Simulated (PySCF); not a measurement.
A side-by-side comparison of computed properties.

First species: C3H9BrGe.
SMILES with atom numbers: `[CH3:1][Ge:2]([CH3:3])([CH3:4])[Br:5]` (hydrogens: H6, H7, H8 on C1; H9, H10, H11 on C3; H12, H13, H14 on C4)

Second species: spiro(2.5)octane, C8H14.
InChI=1S/C8H14/c1-2-4-8(5-3-1)6-7-8/h1-7H2

Levels: wB97X-D/def2-SVPD for HOMO energy, LUMO energy, HOMO–LUMO gap and static isotropic polarisability; TDDFT wB97X-D/def2-SVPD for lowest singlet excitation; TDA wB97X-D/def2-SVPD for lowest triplet excitation (Tamm–Dancoff); ΔSCF wB97X-D/def2-SVPD for vertical ionisation energy. Geometries: PBE0-D3(BJ)/def2-SVP. Each structure is a single optimised conformer of the isolated species, non-relativistic unless stated. Electronic properties by PySCF.

```csv
property,column X,column Y
HOMO energy,-9.37 eV,-9.62 eV
LUMO energy,2.41 eV,1.73 eV
HOMO–LUMO gap,11.78 eV,11.35 eV
lowest singlet excitation,7.88 eV,6.75 eV
lowest triplet excitation (Tamm–Dancoff),7.78 eV,6.31 eV
static isotropic polarisability,89.7 au,89.3 au
vertical ionisation energy,9.47 eV,9.93 eV
```

(1) Which column belongs to which species?

(2) How does each property change from the first species to the second?

Results:

(1) Column X is the second species and column Y the first. The first has 14 atoms and 94 electrons, the second 22 and 62.

(2) HOMO energy +0.25 eV; LUMO energy +0.68 eV; HOMO–LUMO gap +0.43 eV; lowest singlet excitation +1.13 eV; lowest triplet excitation (Tamm–Dancoff) +1.47 eV; static isotropic polarisability +0.4 au; vertical ionisation energy -0.46 eV.

On the first: No computed singlet falls in the visible range (750 to 380 nm, 1.65 to 3.26 eV); S1 lies 3.49 eV above its blue end. The vertical singlet–triplet gap S1 − T1 is 0.44 eV (TDDFT singlet less Tamm–Dancoff triplet). Relativistic effects, spin–orbit coupling among them, are left out although an element past zinc is present.

On the second: In wavenumbers S1 is 63500 cm⁻¹ (1 eV = 8065.54 cm⁻¹). S1 lies 3.90 eV below the HOMO–LUMO gap; its leading configuration is HOMO→LUMO, weight 0.81.
